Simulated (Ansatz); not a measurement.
The molecule Ag2, closed-shell singlet (the spin of the measured ground state). No spin–orbit coupling.

D_e counts from the fitted minimum to each atom's lowest state at the same level, without counterpoise. The singlet is restricted.

Correlated levels freeze the inner cores; with def2 sets outer-core shells near the valence are correlated too. CBS: X⁻³ extrapolation of the correlation energy, Hartree–Fock from the larger set.

Codes used: Ansatz (a first-principles code) with Gaussian orbitals. Each number belongs to the level named beside it. In def2 rows elements past Kr take small-core potentials, without spin–orbit coupling.

**Question.** Predict the bond energy D_e from CCSD(T)/def2-TZVPP.

**Answer.** 150 kJ/mol

**Question.** Predict the bond energy D_e from CCSD/def2-TZVPP.

**Answer.** 133 kJ/mol

**Question.** What bond energy D_e does CCSD(T)/CBS(def2-TZVPP, def2-QZVPP) give?

**Answer.** 165 kJ/mol
